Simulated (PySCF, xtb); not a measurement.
1-fluoro-3-methylidenecyclobutane (C₅H₇F), SMILES C1C(CC1=C)F.

GFN2-xTB in xtb 6.7.1 at its own geometry gives an orbital gap of 5.34 eV and a dipole moment of 1.98 D.

The structure is a stationary point at B3LYP-D3(BJ)/def2-SVP.

**Question.** What does HF/def2-TZVP in PySCF give? (Estimate from the structure and the level; the computed values follow.)

**Answer.** gap 13.35 eV (levels -9.78 and 3.56 eV), dipole 1.54 D.
